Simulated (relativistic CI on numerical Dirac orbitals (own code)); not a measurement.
## Hyperfine structure of Xe XXV, mass number 131

Method of calculation: Dirac-Coulomb-Breit CI, orbitals from a KLI potential per configuration, model QED, unscaled Slater integrals (own radial code, finite nucleus).

Configuration list (outside the closed core [Ar] 3d10): 4s2, 4s.4p, 4p2, 4s.4d, 4d2, 4s.4f, 4p.4d, 4f2, 4p.4f, 4d.4f, 4s.5s, 4s.5p, 4s.5d, 4s.5f, 4s.5g, 4s.6s. Levels of other configurations are missing.

Nuclear spin I = 3/2, μ = 0.69185 μN, Q = -0.114 b (tables of Stone and Pyykkö). The electronic factors are computed for point nuclear moments, without core polarisation or the Bohr-Weisskopf and QED corrections.

```csv
Level,E (cm⁻¹),A (MHz),B (MHz)
4s.4p 3P°_1,393342,92290,1330
4s.4p 3P°_2,512316,45500,-3480
4s.4p 1P°_1,612278,-19590,-3010
4p2 3P_1,975361,-2884,-1740
4p2 1D_2,979960,16740,-3080
4p2 3P_2,1115050,7262,331
4s.4d 3D_1,1242827,-35810,-271
4s.4d 3D_2,1252281,22970,-423
```

Levels with J = 0, under 50 % of one LS term, or S terms without an open s electron are left out. Small factors come from cancelling terms and can be off by tens of per cent or more.

At this charge energies of transitions that change n are usually good to better than 1 %, and those within a shell (Δn = 0) to a few per cent.

Question: Give the hyperfine levels of 4s.4p 3P°_1 relative to its centre of gravity.

Answer: With K = F(F + 1) − I(I + 1) − J(J + 1), E = AK/2 + B[¾K(K + 1) − I(I + 1)J(J + 1)]/[2I(2I − 1)J(2J − 1)]: F = 1/2: -229100, F = 3/2: -93630, F = 5/2: 138800 MHz.

LS names give the leading component of a level, which can be under half, so a name can repeat, a term be missing and a line seem to break the LS rules.
